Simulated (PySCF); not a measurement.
# Correlation energy of Bi⁺ (bismuth, charge +1)

[Xe] 4f14 5d10 6s2 6p2, high-spin 3P determinant. Calculation: PySCF 2.14, in aug-cc-pVQZ-PP with ECP60MDF (7s7p5d3f2g, 92 functions); scalar relativity through the core potential. Frozen: 5s2 5p6 5d10; 4 electrons correlated.

```json
{"level": "CCSD", "correlation energy (mhartree)": "-50.94"}
{"level": "(T)", "correlation energy (mhartree)": "-1.08"}
{"level": "CCSD(T)", "correlation energy (mhartree)": "-52.02"}
```

Diagnostics: T1 = 0.0060, D1 = 0.0152, largest double amplitude 0.069.

Spin-orbit coupling is strong in this species (close to jj coupling), so the high-spin LS determinant is a model state, not a physical level.

Cost of the coupled-cluster step: about 14 core-seconds, for 4 correlated electrons.

Iterations:

```
CC2 = 0
CCSD nocc = (np.int64(3), np.int64(1)), nmo = (83, 83)
frozen orbitals [[0, 1, 2, 3, 4, 5, 6, 7, 8], [0, 1, 2, 3, 4, 5, 6, 7, 8]]
max_cycle = 100
direct = 0
conv_tol = 1e-08
conv_tol_normt = 1e-06
diis_space = 8
diis_start_cycle = 0
Init t2, MP2 energy = -0.042015748053025
Init E_corr(UCCSD) = -0.0420157480580446
cycle = 1  E_corr(UCCSD) = -0.0485924507626001  dE = -0.0065767027  norm(t1,t2) = 0.0326967
cycle = 2  E_corr(UCCSD) = -0.05017834265693  dE = -0.00158589189  norm(t1,t2) = 0.0110051
cycle = 3  E_corr(UCCSD) = -0.0509503054275732  dE = -0.000771962771  norm(t1,t2) = 0.00439125
cycle = 4  E_corr(UCCSD) = -0.0509382733325843  dE = 1.2032095e-05  norm(t1,t2) = 0.000646155
cycle = 5  E_corr(UCCSD) = -0.0509405968581409  dE = -2.32352556e-06  norm(t1,t2) = 7.9686e-05
cycle = 6  E_corr(UCCSD) = -0.0509403559422395  dE = 2.40915901e-07  norm(t1,t2) = 1.19916e-05
cycle = 7  E_corr(UCCSD) = -0.0509403864399066  dE = -3.04976671e-08  norm(t1,t2) = 2.59915e-06
cycle = 8  E_corr(UCCSD) = -0.0509403960452409  dE = -9.6053343e-09  norm(t1,t2) = 4.96378e-07
UCCSD converged
E(UCCSD) = -213.3438968328938  E_corr = -0.05094039604524092
UCCSD(T) correction = -0.00108224667514143
```

Spin-orbit coupling is strong in this species, so the high-spin LS determinant is a model state.
